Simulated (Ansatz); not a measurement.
AgF, closed-shell singlet (the spin of the measured ground state), most abundant isotopes (106.9051 and 18.9984 u). Constants from fifth-degree fits in 1/R to seven points on the lowest solution found; no spin–orbit coupling, no relativity up to Kr; ω_e x_e and α_e move by some per cent with the fit.

Correlated levels freeze the inner cores; with def2 sets outer-core shells near the valence are correlated too. CBS: X⁻³ extrapolation of the correlation energy, Hartree–Fock from the larger set.

Codes used: Ansatz (Gaussian basis) for Hartree–Fock, density functionals and correlated methods. Each number belongs to the level named beside it. In def2 rows elements past Kr take small-core potentials, without spin–orbit coupling.

| level | r_e (Å) | ω_e (cm⁻¹) | ω_e x_e (cm⁻¹) | α_e (cm⁻¹) |
|---|---|---|---|---|
| PBE/def2-TZVPP | 1.9870 | 487.0 | 2.84 | 0.00210 |
| CCSD(T)/CBS(def2-TZVPP, def2-QZVPP) | 1.9821 | 516.9 | 2.42 | 0.00183 |

D_e from total energies of the atoms and the molecule: 3.58 eV at PBE/def2-TZVPP; 3.45 eV at CCSD(T)/CBS(def2-TZVPP, def2-QZVPP).

Problem. Derive the rotational constants, the centrifugal constant, the fundamental, the zero-point energy and the force constant, and test the Morse rule for the well depth.

Solution. 
μ = 16.13161 u.
- PBE/def2-TZVPP: B_e = 16.8576/(μ r_e²) = 0.26468 cm⁻¹; B₀ = B_e − α_e/2 = 0.26363 cm⁻¹; D = 4B_e³/ω_e² = 3.13e-07 cm⁻¹; fundamental ω_e − 2ω_e x_e = 481 cm⁻¹; zero-point energy ω_e/2 − ω_e x_e/4 = 243 cm⁻¹; k = μ(2πcω_e)² = 225 N/m; the line J = 1 ← 0 at 2B₀ = 15.81 GHz; a Morse well would hold ω_e²/(4ω_e x_e) = 2.59 eV against the computed D_e of 3.58 eV
- CCSD(T)/CBS(def2-TZVPP, def2-QZVPP): B_e = 16.8576/(μ r_e²) = 0.26599 cm⁻¹; B₀ = B_e − α_e/2 = 0.26507 cm⁻¹; D = 4B_e³/ω_e² = 2.82e-07 cm⁻¹; fundamental ω_e − 2ω_e x_e = 512 cm⁻¹; zero-point energy ω_e/2 − ω_e x_e/4 = 258 cm⁻¹; k = μ(2πcω_e)² = 254 N/m; the line J = 1 ← 0 at 2B₀ = 15.89 GHz; a Morse well would hold ω_e²/(4ω_e x_e) = 3.42 eV against the computed D_e of 3.45 eV

Measured for the ground state: r_e 1.9832 Å [microwave values compiled in ACS Omega 2, 8373 (2017)].

Ansatz is a program for electronic structure.
